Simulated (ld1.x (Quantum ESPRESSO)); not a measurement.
**Varying the RRKJ potential for calcium**

Base potential:

- Element: Ca
- Generator: ld1.x (Quantum ESPRESSO) 7.5
- Type: norm-conserving RRKJ (Kleinman–Bylander form)
- Functional: PBE
- Relativity: scalar-relativistic
- Frozen core: [Ar]
- Valence charge: 2
- Reference configuration: 3d0 4s1 4p1
- Partial waves: 4p (bound): rc 4.20 bohr; 3d (bound, empty): rc 2.95 bohr; 4s (bound): rc 2.75 bohr
- Local potential: the s channel
- Core correction: Bessel-smoothed model core inside 1.55 bohr
- rho0: 0.005

All-electron outer shells of the reference configuration (PBE, scalar-relativistic, ld1.x):

```tsv
shell	level (eV)	outermost node (bohr)	outermost maximum (bohr)
3s	-48.45	0.45	0.99
3p	-29.35	0.42	1.04
4s	-4.42	1.42	3.33
3d	-3.03	–	1.26
4p	-1.94	1.62	4.28
```

Cutoffs, loose and tight: the cutoffs (Ry, on a coarse ladder) from which the occupation-weighted sum of valence levels, in a spherical-Bessel basis at the reference potential, stays within 10 and 1 mRy of its value at 400 Ry. They do not see the model core or the augmentation charge, which bear on the density cutoff. Test errors are all-electron minus pseudo excitation energies from the reference, over the configurations 3d0 4s2 4p0; 3d0 4s1 4p0; 3d0 4s1.5 4p0; 3d1 4s0 4p0; 3d1 4s1 4p0; 3d0 4s0 4p1; 3d0.5 4s1.5 4p0. A dash means not determined; rows that change the core or the reference have their own tests.

For the base: The cutoffs count occupied waves only; the empty 3d level needs 18 Ry at the loose tolerance.

| change | outcome | cutoff, loose | cutoff, tight | bound ghosts | largest test error (meV) |
| --- | --- | --- | --- | --- | --- |
| base | generated | 6 Ry | 10 Ry | none | -54 |
| all radii but the core radius scaled by about 0.79 (s 2.16, p 3.30, d 2.32 bohr) | generated | 12 Ry | 18 Ry | none | -170 |
| all radii but the core radius scaled by about 0.87 (s 2.40, p 3.66, d 2.56 bohr) | generated | 8 Ry | 18 Ry | none | -145 |
| all radii but the core radius scaled by about 0.96 (s 2.64, p 4.02, d 2.82 bohr) | generated | 6 Ry | 10 Ry | none | -88 |
| all radii but the core radius scaled by about 1.09 (s 3.00, p 4.58, d 3.22 bohr) | generated | 6 Ry | 8 Ry | none | +56 |
| all radii but the core radius scaled by about 1.15 (s 3.16, p 4.82, d 3.38 bohr) | generated | 6 Ry | 8 Ry | none | +122 |
| all radii but the core radius scaled by about 1.26 (s 3.46, p 5.30, d 3.72 bohr) | generated | 6 Ry | 8 Ry | none | +232 |
| all radii but the core radius scaled by about 1.35 (s 3.70, p 5.66, d 3.98 bohr) | generated | 6 Ry | 6 Ry | none | +346 |

Reading the sweep of the scale of all radii but the core radius (base = 1) (base included, trends over the rows without a ghost): The loose cutoff falls from 12 Ry at 0.79 to 6 Ry at 1.35. A larger radius leaves more room for a smooth pseudo-wave, so fewer plane waves are needed; a smaller one forces it to follow the all-electron wave where it bends sharply. The median size of the test errors (rows with all tests solved) is not monotonic: lowest 7.0 meV at 1.09, highest 13.0 meV at 0.79.
